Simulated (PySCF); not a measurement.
## How methods differ on the excitation energy of Rh²⁺

Rh²⁺ [Kr] 4d7 (4F) → Rh²⁺ [Kr] 4d6 5p1 (high-spin determinant), as a difference of total energies. Calculation: PySCF 2.14, in x2c-QZVPPall; the spin-free X2C one-electron Hamiltonian (Gaussian nucleus). Correlated levels: valence: [Kr] frozen; valence and next inner shell: [Ar] 3d10 frozen. The calculations carry no spin-orbit coupling.

| method | excitation energy (cm⁻¹) |
| --- | --- |
| UHF | 86470 |
| LDA | 91302 |
| PBE | 90736 |
| PBE0 | 91609 |
| r2SCAN | 91080 |
| BHandHLYP | 93180 |
| r2SCANh | 91340 |
| wB97M-V | 94162 |
| MP2 (valence) | 93292 |
| SCS-MP2 (valence) | 96879 |
| MP2 (valence and next inner shell) | 91350 |
| SCS-MP2 (valence and next inner shell) | 93479 |

A first-order spin-orbit estimate (lowest level to lowest level, LS coupling) adds 0.190 eV.

The basis was made for the ground configuration and has no added diffuse functions, so the excitation energy can come out too high.

The determinant of the upper state mixes LS terms, which raises its energy above the lowest term, most at the Hartree-Fock and MP2 levels.
